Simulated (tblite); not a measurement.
`[SiH3]C[C]([SiH3])Cl` [radical] (doublet state). Computed geometry: GFN2-xTB, gas phase. This method treats the open shell by occupation alone, without spin polarisation.

```
atom  x, y, z in Å
Si1    1.8263   -0.1905    0.8047
C2     0.5337   -0.8160   -0.4904
C3    -0.4331    0.2246   -0.8427
Si4   -2.0708    0.5325   -0.0221
Cl5    0.1471    1.4311   -1.9266
H6     2.7473   -1.2957    1.0739
H7     1.1009    0.1943    2.0135
H8     2.5472    0.9447    0.2350
H9     1.0941   -1.1538   -1.3646
H10    0.0041   -1.6688   -0.0670
H11   -3.0264    0.9683   -1.0418
H12   -2.4708   -0.7372    0.5886
H13   -2.0040    1.5670    1.0217
```

Which two atoms are farthest apart?

H6···H11, 6.55 Å; the next longest distance is 5.72 Å.

How far are the heavy atoms from their best plane (unweighted least squares)?

0.481 Å rms; Si1 0.56, C2 0.81, C3 0.25, Si4 0.29, Cl5 0.21 Å (magnitudes).

Work out the bond lengths Si1–H7, C2–C3, C2–H9, C3–Cl5, Si4–H11 in Å.

For Si1–H7 the difference vector is (-0.7254, 0.3848, 1.2088) Å, of length 1.4613 Å. Si1–H7 1.461; C2–C3 1.463; C2–H9 1.092; C3–Cl5 1.723; Si4–H11 1.464 Å.

How far apart are these pairs, which share no bond: Si1···H13, C2···H6, C3···H9, Cl5···H7, H8···H12, H11···H12?

Si1···H13 4.220 Å (4 bonds apart); C2···H6 2.753 Å (2 bonds apart); C3···H9 2.122 Å (2 bonds apart); Cl5···H7 4.238 Å (4 bonds apart); H8···H12 5.304 Å (5 bonds apart); H11···H12 2.424 Å (2 bonds apart).

What is the repulsion energy of the bare nuclei, Σ ZA·ZB/RAB?

339.62 Eh over 78 pairs, with full nuclear charges and distances in bohr; the largest single term is 41.18 Eh (Si4 with Cl5).

What are the angles Si1–C2–C3, Si1–C2–H9, C3–Si4–H13, C3–Si4–H11?

From the scalar product of the two bond vectors; for Si1–C2–C3 it is -1.0551 Å² over 1.9337 × 1.4634 Å², cos θ = -0.3728. Si1–C2–C3 111.9°; Si1–C2–H9 107.0°; C3–Si4–H13 113.0°; C3–Si4–H11 108.5°.

Where is the centre of mass (commonest isotopes), and what is the radius of gyration?

Mass 122.985 u; centre at (-0.004, 0.417, -0.480) Å; Rg = √(Σ m r²/M) = 1.965 Å. As Ia + Ib + Ic = 2 Σ m r², the three principal moments sum to 949.8 u·Å².

Write the matrix of distances between heavy atoms (Å, lower triangle).

```
Si1   0.000
C2    1.934  0.000
C3    2.827  1.463  0.000
Si4   4.049  2.970  1.857  0.000
Cl5   3.593  2.695  1.723  3.058  0.000
```

Its GFN2-xTB frequencies are all real (lowest 52 cm⁻¹). 3 starts were optimised and ended at 0.00, 0.05 and 0.38 kcal/mol (GFN2-xTB); the lowest of these is shown.

Time: 0.69 s. Hardware: one thread, AMD EPYC 7B13 (x86_64), on a shared host. These figures are those of the optimisation.

One conformer stands for the species.
